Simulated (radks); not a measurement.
Valence configurations of Cu3+ (all share [Ar]). Calculated with a radial shooting solver on a logarithmic mesh with Libxc functionals: Dirac Kohn-Sham, PBE, spin-unpolarised, spherical densities, finite nucleus; open shells fill j = l - 1/2 first; Fermi nuclear charge, rms radius 3.8823 fm. Energies are relative to 3d8; eigenvalues in eV.

| valence | E (eV) | e(3d3/2) | e(3d5/2) | e(4p1/2) | e(4p3/2) | e(4s1/2) |
|---|---|---|---|---|---|---|
| 3d8 | 0.000 | -49.081 | -48.753 | - | - | - |
| 3d7.5 4p0.5 | 12.000 | -53.715 | -53.374 | -27.771 | - | - |
| 3d7 4s1 | 16.856 | -57.257 | -56.902 | - | - | -37.276 |
| 3d7 4p1 | 25.637 | -58.517 | -58.162 | -29.193 | - | - |
| 3d6 4s2 | 39.477 | -66.173 | -65.792 | - | - | -40.060 |
| 3d6 4s1 4p1 | 48.788 | -67.380 | -66.998 | -31.392 | - | -40.735 |
| 3d6 4p2 | 58.160 | -68.561 | -68.178 | -31.986 | - | - |
| 3d5.5 4s0.5 4p2 | 72.376 | -73.213 | -72.816 | -33.049 | - | -42.713 |
| 3d5 4p3 | 98.613 | -79.214 | -78.802 | -34.679 | -34.309 | - |
| 3d3 4p5 | 205.39 | -101.96 | - | -39.751 | -39.287 | - |

NIST lists [Ar] 3d8 as the ground configuration; this level of theory agrees among the configurations tried. The energies are those of spherical spin-averaged densities, not of single terms.
